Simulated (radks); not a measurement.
Values are calculated unless marked as measured or tabulated.
Pt3+, 75 electrons, occupied as [Xe] 4f14 5d7.

Level of theory: scalar-relativistic Kohn-Sham, revPBE, spin-polarised, spherical densities, point nucleus; open shells are filled with parallel spins first (spin-orbit coupling, left out, can overturn this in heavy ions) (a radial shooting solver on a logarithmic mesh with Libxc functionals).

Energy parts (eV):
| part | energy |
|---|---|
| total | -501008.31 |
| kinetic | 558929.83 |
| electron-nucleus | -1242539.39 |
| Hartree | 192221.20 |
| exchange-correlation | -9619.95 |

Orbitals (lengths in bohr, moments of r in powers of bohr; r(max) is where P^2 peaks):
| orbital | occ. | eigenvalue (eV) | r(max) | <1/r> |
|---|---|---|---|---|
| 1s up | 1 | -78476.60 | 0.01061 | 94.03 |
| 1s down | 1 | -78476.60 | 0.01061 | 94.03 |
| 2s up | 1 | -13815.46 | 0.06120 | 22.03 |
| 2s down | 1 | -13815.24 | 0.06120 | 22.03 |
| 2p up | 3 | -11975.35 | 0.05059 | 19.66 |
| 2p down | 3 | -11975.17 | 0.05059 | 19.66 |
| 3s up | 1 | -3272.281 | 0.1726 | 8.165 |
| 3s down | 1 | -3272.202 | 0.1726 | 8.165 |
| 3p up | 3 | -2736.546 | 0.1717 | 7.465 |
| 3p down | 3 | -2736.456 | 0.1717 | 7.465 |
| 3d up | 5 | -2156.429 | 0.1398 | 7.031 |
| 3d down | 5 | -2156.268 | 0.1398 | 7.031 |
| 4s up | 1 | -731.0849 | 0.3898 | 3.493 |
| 4s down | 1 | -730.8735 | 0.3898 | 3.492 |
| 4p up | 3 | -555.4307 | 0.4100 | 3.157 |
| 4p down | 3 | -555.2377 | 0.4100 | 3.157 |
| 4d up | 5 | -342.3166 | 0.4181 | 2.826 |
| 4d down | 5 | -342.0926 | 0.4182 | 2.826 |
| 4f up | 7 | -105.5597 | 0.3851 | 2.389 |
| 4f down | 7 | -105.2165 | 0.3850 | 2.393 |
| 5s up | 1 | -137.6044 | 0.8696 | 1.418 |
| 5s down | 1 | -136.0224 | 0.8671 | 1.426 |
| 5p up | 3 | -91.6291 | 0.9776 | 1.207 |
| 5p down | 3 | -89.6378 | 0.9736 | 1.214 |
| 5d up | 5 | -39.6776 | 1.228 | 0.8739 |
| 5d down | 2 | -37.3857 | 1.223 | 0.8718 |
| 6s up | 0 | -32.8206 | 2.090 | 0.5516 |
| 6s down | 0 | -31.3481 | 2.122 | 0.5373 |
| 6p up | 0 | -23.4438 | 2.558 | 0.4446 |
| 6p down | 0 | -22.4927 | 2.618 | 0.4315 |

The highest occupied level is 5d down at -37.386 eV. For comparison, the ionisation energy in NIST's Atomic Spectra Database is 43 eV (theoretical). In exact Kohn-Sham theory the highest level is minus the ionisation energy, but local and semilocal functionals leave it too shallow, through self-interaction and a potential that decays too fast; potentials with the right tail come closer. Spin moment in Bohr magnetons: 3. The density falls to 0.001 e/bohr^3 at r = 3.32 bohr.
